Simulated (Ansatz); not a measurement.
Stretching the C3–H4 bond in CH6InN (SMILES [CH3][InH][NH2]) (multiplicity 1 held, fragments rigid). Energies count from the point at 1.090 Å.
Geometry at that point (charge 0, multiplicity 1):
```json
[
 {"atom": "In", "x (Å)": "-0.1975", "y (Å)": "-0.1319", "z (Å)": "-0.1725"},
 {"atom": "H", "x (Å)": "-1.3304", "y (Å)": "-1.0703", "z (Å)": "-1.0685"},
 {"atom": "C", "x (Å)": "0.4797", "y (Å)": "1.9101", "z (Å)": "-0.4032"},
 {"atom": "H", "x (Å)": "0.9544", "y (Å)": "2.0398", "z (Å)": "-1.3758"},
 {"atom": "H", "x (Å)": "1.1964", "y (Å)": "2.1540", "z (Å)": "0.3793"},
 {"atom": "H", "x (Å)": "-0.3653", "y (Å)": "2.5956", "z (Å)": "-0.3411"},
 {"atom": "N", "x (Å)": "0.6517", "y (Å)": "-1.1288", "z (Å)": "1.3789"},
 {"atom": "H", "x (Å)": "1.3346", "y (Å)": "-0.7311", "z (Å)": "2.0039"},
 {"atom": "H", "x (Å)": "0.4492", "y (Å)": "-2.0850", "z (Å)": "1.6230"}
]
```

R- and RO- levels are restricted; in cc, def2 and unpolarised 6-31G sets they are followed outwards from rest. U- levels take the lowest unrestricted solution at each point, which mixes spins at long bonds. Active spaces are followed from a long bond inwards. Levels need not reach the same state.

Cores are frozen in the correlated methods. Filled d and f shells under p-block atoms count as core.

Programs: Ansatz (a first-principles code) with Gaussian orbitals. Each number belongs to the level named beside it. In def2 rows elements past Kr take small-core potentials, without spin–orbit coupling.

Energies in eV.

| R (Å) | R-HF/def2-SVP | U-MP2/def2-SVP | R-SCS-MP2/def2-SVP | FIC-NEVPT4(SD) on CASSCF(2,2)/def2-SVP | FIC-MRCISD on CASSCF(2,2)/def2-SVP | FIC-MRCISD+Q on CASSCF(2,2)/def2-SVP |
|---|---|---|---|---|---|---|
| 0.872 | 1.36 | 1.43 | 1.44 | 1.45 | 1.44 | 1.44 |
| 0.981 | 0.27 | 0.31 | 0.31 | 0.32 | 0.31 | 0.31 |
| 1.090 | 0.00 | 0.00 | 0.00 | 0.00 | 0.00 | 0.00 |
| 1.199 | 0.17 | 0.14 | 0.14 | 0.13 | 0.13 | 0.13 |
| 1.308 | 0.58 | 0.52 | 0.51 | 0.48 | 0.48 | 0.49 |
| 1.471 | 1.37 | 1.28 | 1.25 | 1.19 | 1.19 | 1.20 |
| 1.635 | 2.23 | 2.09 | 2.05 | 1.93 | 1.92 | 1.94 |
| 1.907 | 3.56 | 3.73 | 3.27 | 3.00 | 2.98 | 3.01 |
| 2.180 | 4.69 | 4.37 | 4.26 | 3.77 | 3.73 | 3.78 |
| 2.507 | 5.80 | 4.65 | 5.14 | 4.32 | 4.28 | 4.33 |
| 2.943 | 6.92 | 4.77 | 5.86 | 4.65 | 4.60 | 4.65 |
| 3.488 | 7.93 | 4.80 | 6.17 | 4.77 | 4.71 | 4.77 |

Doubts at one or more of the structures used: a restricted determinant that unrestricted orbitals would lower (R-HF/def2-SVP, R-SCS-MP2/def2-SVP); a spin-contaminated determinant (U-MP2/def2-SVP).
